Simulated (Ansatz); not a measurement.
`C=NCO[SiH3]` + `O[AsH2]` → `[SiH3]O[AsH2]` + `C=NCO`  (ligand exchange at the Si–O bond)

Gas-phase electronic energies from Ansatz, PBE0-D4/def2-TZVP geometries. CCSD(T)/CBS is the MP2 limit (def2-TZVPP, def2-QZVPP) plus CCSD(T) − MP2 in def2-TZVPP, frozen cores. DFT in def2-TZVPP. B3LYP here is the variant with VWN-RPA as its local correlation; programs differ in this. For As outer-core shells are correlated without core-valence functions, which leaves a few kJ/mol of doubt a bond. Scalar relativity is left out up to krypton. One conformer a species, not always the lowest.

Problem. Is it downhill or uphill in electronic energy at CCSD(T)/CBS, and by how much? (An estimate is asked.)

Solution. Computed: Downhill: ΔE = -0.03 eV.

Problem. What do these levels give: r2SCAN-D4, ωB97M-V, PBE, PBE0, B3LYP, CCSD/CBS(def2)? (Estimate.)

Solution. Ansatz gave: r2SCAN-D4 0.01, ωB97M-V -0.02, PBE 0.00, PBE0 -0.01, B3LYP -0.02, CCSD/CBS(def2) -0.04 eV.

Largest T1 diagnostic among the species: 0.012.

In def2-TZVPP, CCSD(T) changes the Hartree–Fock value by +0.04 eV (the triples alone add +0.01 eV) and MP2 by +0.04 eV.
